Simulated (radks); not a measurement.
Results of a calculation; reference values are marked as such.
Q: The mean radii <r> (bohr) of the occupied orbitals of an atom or ion are listed with their occupations. Code: a radial shooting solver on a logarithmic mesh with Libxc functionals. Model: Dirac Kohn-Sham, PBE, spin-unpolarised, spherical densities, finite nucleus; Fermi nuclear charge, rms radius of each element as measured or else 0.836 A^(1/3) + 0.57 fm.

| orbital | occ. | <r> |
|---|---|---|
| 1s1/2 | 2 | 0.07679 |
| 2s1/2 | 2 | 0.3589 |
| 2p1/2 | 2 | 0.3195 |
| 2p3/2 | 4 | 0.3219 |

Name the element and its charge. Open shells, if any, fill j = l - 1/2 first.

A: Z = 20, calcium, charge +10: Ca10+ in [Ne]. The 1s radius gives Z: for a bare nucleus <r> = (2 gamma + 1)/(2Z) with gamma = sqrt(1 - (Z/c)^2), 0.07446 bohr for Z = 20, and screening makes it slightly larger (0.07679 here). The occupations add up to 10, and the charge is Z minus that.
